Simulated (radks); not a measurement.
Question: These are the eigenvalues of the occupied orbitals of an atom or ion with whole-number occupations (hartree). All-electron calculation, scalar-relativistic Kohn-Sham, r2SCAN, spin-polarised, spherical densities, finite nucleus; meta-GGA in the generalised Kohn-Sham scheme; Fermi nuclear charge, rms radius of each element as measured or else 0.836 A^(1/3) + 0.57 fm. Program: a radial shooting solver on a logarithmic mesh with Libxc functionals.

| orbital | eigenvalue |
|---|---|
| 1s up | -2260.141 |
| 1s down | -2257.604 |
| 2s up | -535.3526 |
| 2s down | -531.4767 |
| 2p up | -500.4006 |

Which element is it, and in what charge state? The configuration may be excited. Open shells, if any, are filled with parallel spins first.

Answer: Z = 67, holmium, charge +60: Ho60+ in [He] 2s2 2p3. The list shows which subshells hold electrons but not how many an open one holds; the 1s level, -2260.1 hartree, gives Z - s = 67.2 by -(Z - s)^2/2, which with screening and relativity narrows Z to a few neighbours, and the depths of the outer levels then fix element, charge and occupations together.
